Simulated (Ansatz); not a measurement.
Reactions of CH$_{6}$BClOSi, SMILES `BOC[SiH2]Cl`.

Program: Ansatz. Geometries: PBE0-D4/def2-TZVP. ΔE: electronic, gas phase. CCSD(T)/CBS is the MP2 limit (def2-TZVPP, def2-QZVPP) plus CCSD(T) − MP2 in def2-TZVPP, frozen cores. This one scheme is used for every species, atoms too. Double bonds are as drawn, so ΔE can hold a change between cis and trans. Functionals use def2-TZVPP. No spin–orbit coupling; open shells (•) take unrestricted orbitals. Spin–orbit coupling would lower the free atoms: a little for B, C, Cl, O, Si. Bonds to Br, Ga, Ge are less sure, by a few kJ/mol each and by 10 to 20 or more in all where they break to atoms, as the def2 sets lack core-valence functions. Scalar relativity is left out up to krypton. Each species was taken in one conformer, which may not be the lowest.

```
                                                                              reaction  r2SCAN-D4 (eV)  HF/CBS(def2) (eV)  MP2/CBS(def2) (eV)  CCSD/CBS(def2) (eV)
                                       `BOC[SiH2]Cl` → B• + C• + Cl• + 6 H• + O• + Si•           40.98              30.87               41.44                40.25
                                            `BOC[SiH2]Cl` → `[CH2][SiH2]Cl`• + `B[O]`•            2.88               1.92                3.95                 3.31
                                             `BOC[SiH2]Cl` + H–F → `BOCF` + `[SiH3]Cl`            0.39               0.13                0.61                 0.48
           `BOC[SiH2]Cl` + `[OH][Ga]([OH])[Br]` → `BOC[SiH2]Br` + `[OH][Ga]([OH])[Cl]`            0.13               0.17                0.12                 0.12
           `BOC[SiH2]Cl` + `[CH3][Ga]([Cl])[Cl]` → `BOC[SiH2]C` + `[Cl][Ga]([Cl])[Cl]`           -0.06              -0.12                0.04                 0.00
`BOC[SiH2]Cl` + `O[SiH](O)/C=[CH]\[GeH3]` → `O[SiH](O)/C=C\[SiH2]Cl` + `BO[CH2][GeH3]`           -0.12              -0.04               -0.11                -0.10
                                                       `BOC[SiH2]Cl` → `COB([SiH3])Cl`           -0.05               0.16                0.08                 0.06
                   `BOC[SiH2]Cl` + `B[N](C)[GeH3]` → `BN(C)[SiH2]Cl` + `BO[CH2][GeH3]`           -0.39              -0.38               -0.41                -0.40
                             `BOC[SiH2]Cl` + `OCO[SiH3]` → `BOCO[SiH3]` + `OC[SiH2]Cl`            0.00               0.04                0.00                 0.01
                                                       `BOC[SiH2]Cl` → `CB(Cl)[SiH2]O`           -0.46              -0.22               -0.43                -0.40
```

Task: Give the CCSD(T)/CBS values in the same order. (An estimate is asked.)

Result: The calculation gave: 40.78, 3.42, 0.51, 0.12, 0.00, -0.10, 0.03, -0.40, 0.00, -0.41 eV.

Largest T1 diagnostic: 0.040, for `B[O]`•, so its coupled-cluster energy is less sure.
